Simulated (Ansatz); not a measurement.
`[F][GeH]([F])[F]` + CH₃OH → `C[O][GeH]([F])[F]` + H–F at 400 K and 1 bar (ligand exchange at a Ge–F bond).

Computed with Ansatz on PBE0-D4/def2-TZVP structures; ΔE is electronic, products minus reactants. CCSD(T)/CBS adds triple-zeta CCSD(T) − MP2 to the extrapolated MP2 energy (def2 sets, frozen cores). This one scheme is used for every species. For Ge outer-core shells are correlated without core-valence functions, which leaves a few kJ/mol of doubt a bond. Scalar relativity is left out up to krypton. Each species was taken in one conformer, which may not be the lowest.

```
            species  CCSD(T)/CBS energy (Eh)  H − E (kJ/mol)  S (J/(mol·K))
 `[F][GeH]([F])[F]`              -2376.20168            62.9          317.0
              CH₃OH               -115.61712           151.2          252.6
`C[O][GeH]([F])[F]`              -2391.41847           176.6          386.1
                H–F               -100.39570            36.5          182.2
```

H − E and S are ideal-gas, rigid-rotor, harmonic terms from PBE0-D4/def2-TZVP, for one conformer and one mirror image of each species. 1 Eh = 2625.50 kJ/mol, R = 8.31446 J/(mol·K).

**Question.** By hand: ΔE, ΔH, ΔS and ΔG.

**Answer.** ΔE = (-2391.41847) + (-100.39570) − (-2376.20168) − (-115.61712) = 0.00463 Eh = 12.2 kJ/mol. Δ(H − E) = 176.6 + 36.5 − 62.9 − 151.2 = -1.0, so ΔH = 11.2 kJ/mol. ΔS = 386.1 + 182.2 − 317.0 − 252.6 = -1.3 J/(mol·K). ΔG = 11.2 − 400 × (-1.3)/1000 = 11.7 kJ/mol.

**Question.** By hand: the equilibrium constant, and the temperature at which ΔG would vanish if ΔH and ΔS stayed fixed.

**Answer.** log₁₀ K = −ΔG/(RT ln 10) = -1.5. ΔH and −TΔS have one sign here, so there is no such temperature.

The number of gas molecules stays the same, so ΔS is small and ΔH decides. A doubt of 5 kJ/mol in ΔE shifts log₁₀ K by 0.7 here. Other conformers and mirror images would add mixing entropy, several J/(mol·K) or more a flexible species. These are equilibria of isolated gas molecules and say nothing of rates. Largest T1 diagnostic: 0.012 (customary marks: 0.02 for closed shells, 0.045 for open ones).

ΔS is within the doubt of such terms, so its sign, and with it that verdict, could turn.
